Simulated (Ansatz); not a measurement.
Ansatz (an electronic-structure program) input:
A basis named .json is the Basis Set Exchange file of that set.

Ansatz 0.2 input:
```yaml
crystal:
  periodic: [false, false, false]
  atoms:
    - {symbol: Au, position_ang: [-0.00000000, -0.00000000, -0.43695199]}
    - {symbol: Cl, position_ang: [0.00000000, 0.00000000, 2.03054158]}
basis:
  gaussian:
    orbitals: def2-QZVPPD.json
total_charge: -1
magnetization: {spin_polarized: true, initial_magnetization: 1}
correlation: {method: ccsd_t, electrons: outside_noble_gas}
```

Task: Predict the final energy.

Result: -595.04325 Eh (CCSD(T)/def2-QZVPPD). The basis has 167 functions.

The spin state was set by rule; other spins were not relaxed.
